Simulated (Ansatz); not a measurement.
This singlet lies 1.90 eV below the relaxed triplet at the level frozen-core CCSD(T)/cc-pVTZ // PBE0-D3(BJ)/def2-SVP (Ansatz, a program for electronic structure).

Method: frozen-core CCSD(T)/cc-pVTZ // PBE0-D3(BJ)/def2-SVP in Ansatz.

Ansatz 0.2 input:
```yaml
crystal:
  periodic: [false, false, false]
  atoms:
    - { symbol: C, position_ang: [-1.202013, 0.071299, 0.201663] }
    - { symbol: Si, position_ang: [0.203167, -1.172953, -0.180687] }
    - { symbol: N, position_ang: [1.550547, -0.153915, 0.139131] }
    - { symbol: H, position_ang: [-1.934216, -0.390153, 0.886643] }
    - { symbol: H, position_ang: [-0.881396, 1.03578, 0.630067] }
    - { symbol: H, position_ang: [-1.756912, 0.275335, -0.732196] }
    - { symbol: H, position_ang: [2.50544, -0.479703, 0.02906] }
    - { symbol: H, position_ang: [1.515387, 0.814313, 0.449623] }
basis:
  gaussian: { orbitals: cc-pVTZ }
correlation:
  method: ccsd_t
```

Output:

```
Functional definition: HF
932 factors; integrals over basis functions are off by at most 1.3e-3 eV
mean field evaluation 1: about -10451.2115 eV, gradient 3.9e1 eV
mean field evaluation 2: about -10451.2183 eV, gradient 3.9e1 eV
mean field evaluation 4: about -10454.7339 eV, gradient 3.4e0 eV
mean field evaluation 8: about -10454.7888 eV, gradient 3.6e-4 eV
mean field evaluation 16: about -10454.7813 eV, gradient 2.3e-1 eV
mean field -10454.78884047 eV, -384.2064033768 hartree, gradient 3.1e-6 eV, S^2 0.000000; 0 other end points of the search recorded, 0 dependent functions left out
7 core orbitals not correlated
reference -10454.78884047 eV, -384.2064033768 hartree; 9, 9 occupied and 148, 148 virtual orbitals, 932 factors
second order -13.65773990 eV of doubles, -0.00000000 eV of singles
cycle   1  -14.15004944 eV  change   -4.9e-1 eV  update   8.5e-2
cycle   2  -14.52551196 eV  change   -3.8e-1 eV  update   2.8e-2
cycle   3  -14.59993469 eV  change   -7.4e-2 eV  update   1.5e-2
cycle   4  -14.59076092 eV  change    9.2e-3 eV  update   4.0e-3
cycle   5  -14.59061591 eV  change    1.5e-4 eV  update   2.0e-3
cycle   6  -14.59050720 eV  change    1.1e-4 eV  update   6.4e-4
cycle   7  -14.59031284 eV  change    1.9e-4 eV  update   2.2e-4
cycle   8  -14.59039635 eV  change   -8.4e-5 eV  update   7.9e-5
cycle   9  -14.59039964 eV  change   -3.3e-6 eV  update   2.5e-5
cycle  10  -14.59038847 eV  change    1.1e-5 eV  update   9.0e-6
perturbative correction -0.59137342 eV, -0.0217325724 hartree
Total energy: -10469.97060236 eV, -384.7643228359 hartree
```

Cost: very roughly 40 core-seconds.
